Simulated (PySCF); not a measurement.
H3F3GeSi (SMILES F[Si](F)(F)[GeH3]), singlet, at a GFN2-xTB geometry; CASSCF(8,7)/STO-3G run with PySCF.

Input for PySCF:
```python
from pyscf import gto, scf, mcscf
import numpy

mol = gto.M(
    atom='''
F     1.614804   -0.351266    1.267419
Si    0.836629   -0.027148   -0.075280
F     1.502977    1.320589   -0.578305
F     1.377571   -1.115194   -1.093605
Ge   -1.442776    0.046817    0.129821
H    -1.900362    1.260465    0.864159
H    -1.977291   -1.130420    0.871430
H    -2.124492    0.064721   -1.195517
''',
    basis='sto-3g',
    charge=0,
    spin=0,
    verbose=4,
)

mf = scf.RHF(mol)
mf.kernel()
mc = mcscf.CASSCF(mf, 7, 8)
mc.fix_spin_(ss=0.0)
mc.kernel()
occ = numpy.linalg.eigvalsh(mc.fcisolver.make_rdm1(mc.ci, mc.ncas, mc.nelecas))[::-1]
ss = mc.fcisolver.spin_square(mc.ci, mc.ncas, mc.nelecas)[0]
print('natural occupations', occ.round(4), ' <S^2>', round(ss, 4))
```

The log (banner, timings and long lists left out):

```
PySCF version 2.14.0

[INPUT] verbose = 4
[INPUT] num. atoms = 8
[INPUT] num. electrons = 76
[INPUT] charge = 0
[INPUT] spin (= nelec alpha-beta = 2S) = 0
[INPUT] symmetry False subgroup None
[INPUT] Mole.unit = angstrom
[INPUT] Symbol           X                Y                Z      unit          X                Y                Z       unit  Magmom
[...]
nuclear repulsion = 472.883753664612
number of shells = 25
number of NR pGTOs = 135
number of NR cGTOs = 45
basis = sto-3g
ecp = {}

******** <class 'pyscf.scf.hf.RHF'> ********
method = RHF
initial guess = minao
damping factor = 0
level_shift factor = 0
DIIS = <class 'pyscf.scf.diis.CDIIS'>
diis_start_cycle = 1
diis_space = 8
diis_damp = 0
SCF conv_tol = 1e-09
SCF conv_tol_grad = None
SCF max_cycles = 50
direct_scf = True
direct_scf_tol = 1e-13
Set gradient conv threshold to 3.16228e-05
Initial guess from minao.
init E= -2630.65584141292
[...]
cycle= 1 E= -2633.17541233371  delta_E= -2.52  |g|= 0.581  |ddm|= 3.23
[...]
cycle= 2 E= -2633.31553437068  delta_E= -0.14  |g|= 0.0925  |ddm|= 1.07
[...]
cycle= 3 E= -2633.31935226573  delta_E= -0.00382  |g|= 0.0266  |ddm|= 0.158
[...]
cycle= 4 E= -2633.31991262878  delta_E= -0.00056  |g|= 0.00646  |ddm|= 0.0749
[...]
cycle= 5 E= -2633.31994803152  delta_E= -3.54e-05  |g|= 0.000799  |ddm|= 0.0219
[...]
cycle= 6 E= -2633.31994849706  delta_E= -4.66e-07  |g|= 9.37e-05  |ddm|= 0.00242
[...]
cycle= 7 E= -2633.31994850332  delta_E= -6.27e-09  |g|= 2.14e-05  |ddm|= 0.000251
[...]
cycle= 8 E= -2633.31994850374  delta_E= -4.12e-10  |g|= 3.81e-06  |ddm|= 7.14e-05
[...]
Extra cycle  E= -2633.31994850374  delta_E= -2.27e-12  |g|= 1.7e-06  |ddm|= 8.52e-06
converged SCF energy = -2633.31994850374

******** <class 'pyscf.mcscf.mc1step.CASSCF'> ********
CAS (4e+4e, 7o), ncore = 34, nvir = 4
max_cycle_macro = 50
max_cycle_micro = 4
conv_tol = 1e-07
conv_tol_grad = None
orbital rotation max_stepsize = 0.02
orbital rotation threshold for CI restart = 0.01
augmented hessian ah_max_cycle = 30
augmented hessian ah_conv_tol = 1e-12
augmented hessian ah_linear dependence = 1e-14
augmented hessian ah_level shift = 1e-08
augmented hessian ah_start_tol = 2.5
augmented hessian ah_start_cycle = 3
augmented hessian ah_grad_trust_region = 3
kf_trust_region = 3
kf_interval = 4
ci_response_space = 4
ci_grad_trust_region = 3
with_dep4 0
natorb = False
canonicalization = True
sorting_mo_energy = False
ao2mo_level = 2
internal_rotation = False
******** <class 'pyscf.fci.addons.SpinPenaltyFCISolver'> ********
max. cycles = 50
conv_tol = 1e-08
davidson only = True
linear dependence = 1e-12
level shift = 0.001
max iter space = 12
nroots = 1
pspace_size = 400
spin = None
CASCI E = -2633.32715657159  S^2 = 0.0000000
Set conv_tol_grad to 0.000316228
macro iter   1 ( 21 JK    4 micro), CASSCF E = -2633.33777893425  dE = -1.06223627e-02  S^2 = 0.0000000
               |grad[o]|=0.0145  |grad[c]|=0.0638  |ddm|=0.0423  |maxRot[o]|=0.301
macro iter   2 ( 21 JK    4 micro), CASSCF E = -2633.35390152525  dE = -1.61225910e-02  S^2 = 0.0000000
               |grad[o]|=0.0214  |grad[c]|=0.0819  |ddm|=0.0328  |maxRot[o]|=0.315
macro iter   3 ( 21 JK    4 micro), CASSCF E = -2633.36494236446  dE = -1.10408392e-02  S^2 = 0.0000000
               |grad[o]|=0.0212  |grad[c]|=0.0947  |ddm|=0.0338  |maxRot[o]|=0.305
macro iter   4 ( 21 JK    4 micro), CASSCF E = -2633.36762983911  dE = -2.68747465e-03  S^2 = 0.0000000
               |grad[o]|=0.0155  |grad[c]|=0.0501  |ddm|=0.0108  |maxRot[o]|=0.207
macro iter   5 ( 21 JK    4 micro), CASSCF E = -2633.36898746097  dE = -1.35762186e-03  S^2 = 0.0000000
               |grad[o]|=0.0106  |grad[c]|=0.0299  |ddm|=0.00967  |maxRot[o]|=0.0657
macro iter   6 ( 21 JK    4 micro), CASSCF E = -2633.36938923231  dE = -4.01771346e-04  S^2 = 0.0000000
               |grad[o]|=0.00611  |grad[c]|=0.0116  |ddm|=0.00947  |maxRot[o]|=0.157
macro iter   7 ( 12 JK    3 micro), CASSCF E = -2633.36985957625  dE = -4.70343933e-04  S^2 = 0.0000000
               |grad[o]|=0.00516  |grad[c]|=0.00187  |ddm|=0.00576  |maxRot[o]|=0.0771
macro iter   8 ( 11 JK    3 micro), CASSCF E = -2633.37009029259  dE = -2.30716341e-04  S^2 = 0.0000000
               |grad[o]|=0.00356  |grad[c]|=0.00278  |ddm|=0.00481  |maxRot[o]|=0.0811
macro iter   9 ( 19 JK    4 micro), CASSCF E = -2633.36992584291  dE =  1.64449679e-04  S^2 = 0.0000000
               |grad[o]|=0.00244  |grad[c]|=0.0099  |ddm|=0.0042  |maxRot[o]|=0.141
macro iter  10 ( 21 JK    4 micro), CASSCF E = -2633.37008902969  dE = -1.63186779e-04  S^2 = 0.0000000
               |grad[o]|=0.00309  |grad[c]|=0.00434  |ddm|=0.00237  |maxRot[o]|=0.0436
macro iter  11 ( 20 JK    4 micro), CASSCF E = -2633.37012329050  dE = -3.42608146e-05  S^2 = 0.0000000
               |grad[o]|=0.0015  |grad[c]|=0.00654  |ddm|=0.00194  |maxRot[o]|=0.0397
macro iter  12 ( 19 JK    4 micro), CASSCF E = -2633.37008607540  dE =  3.72150998e-05  S^2 = 0.0000000
               |grad[o]|=0.00133  |grad[c]|=0.00795  |ddm|=0.00371  |maxRot[o]|=0.118
macro iter  13 ( 21 JK    4 micro), CASSCF E = -2633.37013460356  dE = -4.85281557e-05  S^2 = 0.0000000
               |grad[o]|=0.00165  |grad[c]|=0.00215  |ddm|=0.00073  |maxRot[o]|=0.0326
macro iter  14 ( 21 JK    4 micro), CASSCF E = -2633.37015292796  dE = -1.83243997e-05  S^2 = 0.0000000
               |grad[o]|=0.000614  |grad[c]|=0.00377  |ddm|=0.000967  |maxRot[o]|=0.0392
macro iter  15 (  9 JK    3 micro), CASSCF E = -2633.37015864712  dE = -5.71916144e-06  S^2 = 0.0000000
               |grad[o]|=0.000762  |grad[c]|=0.00235  |ddm|=0.00291  |maxRot[o]|=0.0382
macro iter  16 (  9 JK    3 micro), CASSCF E = -2633.37016625477  dE = -7.60765442e-06  S^2 = 0.0000000
               |grad[o]|=0.000486  |grad[c]|=0.00204  |ddm|=0.00321  |maxRot[o]|=0.042
macro iter  17 ( 13 JK    4 micro), CASSCF E = -2633.37016188221  dE =  4.37255994e-06  S^2 = 0.0000000
               |grad[o]|=0.000529  |grad[c]|=0.00434  |ddm|=0.00166  |maxRot[o]|=0.0399
[...]
macro iter  22 ( 21 JK    4 micro), CASSCF E = -2633.37020901249  dE = -4.73977884e-05  S^2 = 0.0000000
               |grad[o]|=0.000888  |grad[c]|=0.00623  |ddm|=0.0027  |maxRot[o]|=0.0709
macro iter  23 ( 19 JK    4 micro), CASSCF E = -2633.37022824138  dE = -1.92288949e-05  S^2 = 0.0000000
               |grad[o]|=0.000837  |grad[c]|=0.00374  |ddm|=0.000761  |maxRot[o]|=0.0397
macro iter  24 ( 15 JK    4 micro), CASSCF E = -2633.37016236276  dE =  6.58786225e-05  S^2 = 0.0000000
               |grad[o]|=0.000765  |grad[c]|=0.0066  |ddm|=0.00473  |maxRot[o]|=0.0764
macro iter  25 ( 21 JK    4 micro), CASSCF E = -2633.37019261912  dE = -3.02563635e-05  S^2 = 0.0000000
               |grad[o]|=0.000945  |grad[c]|=0.0022  |ddm|=0.0013  |maxRot[o]|=0.0296
macro iter  26 (  6 JK    2 micro), CASSCF E = -2633.37021844975  dE = -2.58306245e-05  S^2 = 0.0000000
               |grad[o]|=0.000561  |grad[c]|=0.000755  |ddm|=0.00121  |maxRot[o]|=0.0231
macro iter  27 (  4 JK    1 micro), CASSCF E = -2633.37023410015  dE = -1.56503984e-05  S^2 = 0.0000000
               |grad[o]|=0.000358  |grad[c]|=0.00299  |ddm|=0.00104  |maxRot[o]|=0.0272
macro iter  28 (  4 JK    1 micro), CASSCF E = -2633.37024559435  dE = -1.14942077e-05  S^2 = 0.0000000
               |grad[o]|=0.000377  |grad[c]|=0.00286  |ddm|=0.00103  |maxRot[o]|=0.0274
macro iter  29 ( 12 JK    4 micro), CASSCF E = -2633.37022504533  dE =  2.05490196e-05  S^2 = 0.0000000
               |grad[o]|=0.00036  |grad[c]|=0.00302  |ddm|=0.00204  |maxRot[o]|=0.0409
macro iter  30 ( 21 JK    4 micro), CASSCF E = -2633.37023188335  dE = -6.83801500e-06  S^2 = 0.0000000
               |grad[o]|=0.000523  |grad[c]|=0.00259  |ddm|=0.00127  |maxRot[o]|=0.0399
macro iter  31 ( 19 JK    4 micro), CASSCF E = -2633.37022764932  dE =  4.23402935e-06  S^2 = 0.0000000
               |grad[o]|=0.000544  |grad[c]|=0.00463  |ddm|=0.000943  |maxRot[o]|=0.0448
macro iter  32 ( 23 JK    4 micro), CASSCF E = -2633.37024411335  dE = -1.64640323e-05  S^2 = 0.0000000
               |grad[o]|=0.000609  |grad[c]|=0.00275  |ddm|=0.00161  |maxRot[o]|=0.0431
macro iter  33 ( 20 JK    4 micro), CASSCF E = -2633.37024739151  dE = -3.27816178e-06  S^2 = 0.0000000
               |grad[o]|=0.00049  |grad[c]|=0.00329  |ddm|=0.000791  |maxRot[o]|=0.0198
macro iter  34 ( 15 JK    4 micro), CASSCF E = -2633.37021143669  dE =  3.59548239e-05  S^2 = 0.0000000
               |grad[o]|=0.000328  |grad[c]|=0.0057  |ddm|=0.00461  |maxRot[o]|=0.0691
macro iter  35 ( 21 JK    4 micro), CASSCF E = -2633.37021815487  dE = -6.71817634e-06  S^2 = 0.0000000
               |grad[o]|=0.000891  |grad[c]|=0.00197  |ddm|=0.000573  |maxRot[o]|=0.0185
macro iter  36 ( 19 JK    4 micro), CASSCF E = -2633.37021444890  dE =  3.70596626e-06  S^2 = 0.0000000
               |grad[o]|=0.000435  |grad[c]|=0.00364  |ddm|=0.000703  |maxRot[o]|=0.0211
macro iter  37 ( 12 JK    2 micro), CASSCF E = -2633.37021826884  dE = -3.81993823e-06  S^2 = 0.0000000
               |grad[o]|=0.000505  |grad[c]|=0.00102  |ddm|=0.000451  |maxRot[o]|=0.00995
macro iter  38 (  6 JK    2 micro), CASSCF E = -2633.37022928187  dE = -1.10130368e-05  S^2 = 0.0000000
               |grad[o]|=0.000322  |grad[c]|=0.000547  |ddm|=0.00106  |maxRot[o]|=0.018
macro iter  39 ( 15 JK    4 micro), CASSCF E = -2633.37019206801  dE =  3.72138652e-05  S^2 = 0.0000000
               |grad[o]|=0.000275  |grad[c]|=0.00682  |ddm|=0.00438  |maxRot[o]|=0.066
macro iter  40 ( 21 JK    4 micro), CASSCF E = -2633.37019687097  dE = -4.80295603e-06  S^2 = 0.0000000
               |grad[o]|=0.000799  |grad[c]|=0.00165  |ddm|=0.000678  |maxRot[o]|=0.0112
macro iter  41 (  5 JK    1 micro), CASSCF E = -2633.37021318741  dE = -1.63164477e-05  S^2 = 0.0000000
               |grad[o]|=0.000386  |grad[c]|=0.00278  |ddm|=0.00114  |maxRot[o]|=0.0255
macro iter  42 ( 15 JK    4 micro), CASSCF E = -2633.37017304093  dE =  4.01464831e-05  S^2 = 0.0000000
               |grad[o]|=0.000348  |grad[c]|=0.00691  |ddm|=0.00485  |maxRot[o]|=0.0718
macro iter  43 ( 21 JK    4 micro), CASSCF E = -2633.37017483519  dE = -1.79425888e-06  S^2 = 0.0000000
               |grad[o]|=0.000877  |grad[c]|=0.00202  |ddm|=0.000711  |maxRot[o]|=0.00902
macro iter  44 (  5 JK    2 micro), CASSCF E = -2633.37018932942  dE = -1.44942301e-05  S^2 = 0.0000000
               |grad[o]|=0.000438  |grad[c]|=0.000659  |ddm|=0.00109  |maxRot[o]|=0.0133
macro iter  45 (  4 JK    1 micro), CASSCF E = -2633.37019990678  dE = -1.05773570e-05  S^2 = 0.0000000
               |grad[o]|=0.00026  |grad[c]|=0.00255  |ddm|=0.00118  |maxRot[o]|=0.0219
macro iter  46 (  4 JK    1 micro), CASSCF E = -2633.37020882356  dE = -8.91678656e-06  S^2 = 0.0000000
               |grad[o]|=0.000336  |grad[c]|=0.00257  |ddm|=0.00116  |maxRot[o]|=0.0237
macro iter  47 ( 17 JK    4 micro), CASSCF E = -2633.37020483287  dE =  3.99069359e-06  S^2 = 0.0000000
               |grad[o]|=0.000328  |grad[c]|=0.0025  |ddm|=0.000467  |maxRot[o]|=0.0323
macro iter  48 ( 12 JK    3 micro), CASSCF E = -2633.37023068416  dE = -2.58512887e-05  S^2 = 0.0000000
               |grad[o]|=0.000522  |grad[c]|=0.00297  |ddm|=0.00224  |maxRot[o]|=0.0392
macro iter  49 ( 15 JK    4 micro), CASSCF E = -2633.37020180550  dE =  2.88786623e-05  S^2 = 0.0000000
               |grad[o]|=0.000461  |grad[c]|=0.00488  |ddm|=0.00322  |maxRot[o]|=0.0518
macro iter  50 ( 21 JK    4 micro), CASSCF E = -2633.37022192006  dE = -2.01145631e-05  S^2 = 0.0000000
               |grad[o]|=0.000568  |grad[c]|=0.00277  |ddm|=0.00173  |maxRot[o]|=0.0429
1-step CASSCF not converged,  50 macro (752 JK 167 micro) steps
CASSCF canonicalization
Density matrix diagonal elements [1.9951185  1.97590578 1.97630129 1.98468768 0.02890357 0.01996221
 0.01912099]
CASSCF energy = -2633.37022192006
CASCI E = -2633.37022192006  E(CI) = -15.5649060028613  S^2 = 0.0000000
natural occupations [1.9953 1.9851 1.9768 1.9755 0.0287 0.02   0.0186]  <S^2> 0.0
```

The run did not converge; its last values are not results.
